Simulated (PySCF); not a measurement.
A small calculation by hand: chemical shift, span and skew from a shielding tensor

C₂H₈O₂Si₂, SMILES O[C@H]1[SiH2]CO[SiH2]1. Atoms are numbered in the order given.

```xyz
14

O      1.5104     0.7004    -1.2835
C      0.9046     0.8171     0.0198
Si    -0.9690     1.1892    -0.1407
C     -1.5727    -0.6460    -0.2916
O     -0.5068    -1.5262     0.0945
Si     0.8246    -0.8720     0.8935
H      1.1372    -0.0728    -1.7290
H      1.4552     1.5927     0.5731
H     -1.3053     2.0058    -1.3389
H     -1.5264     1.8233     1.0911
H     -2.4585    -0.8320     0.3419
H     -1.8707    -0.8912    -1.3261
H      1.9851    -1.7598     0.6301
H      0.5845    -0.7261     2.3612
```

The structure is a stationary point at B3LYP-D3(BJ)/def2-SVP. The structure was generated by enumeration; whether it is a known compound was not checked. Other conformers were not sampled.

GIAO shieldings from KT2/pcSseg-1 (PySCF), non-relativistic, no solvent. The symmetric part of the tensor of Si6 has the principal values 279.3, 353.6, 438.8 ppm. The same nucleus in TMS has σ = 361.9 ppm at this level (PySCF, at its B3LYP-D3(BJ)/def2-TZVP geometry).

**Question.** Work out the isotropic shielding, the ²⁹Si shift against TMS, the span and the skew.

**Answer.** 
σ(iso) = (σ11 + σ22 + σ33)/3 = 357.2 ppm. δ = σ(ref) − σ(iso) = 361.9 − (357.2) = 4.7 ppm.
Span Ω = σ33 − σ11 = 159.5 ppm. Skew κ = 3(σ(iso) − σ22)/Ω = 0.07. Tumbling in solution averages the tensor to δ; in a static solid the shielding alone would spread this spin-1/2 line over Ω.
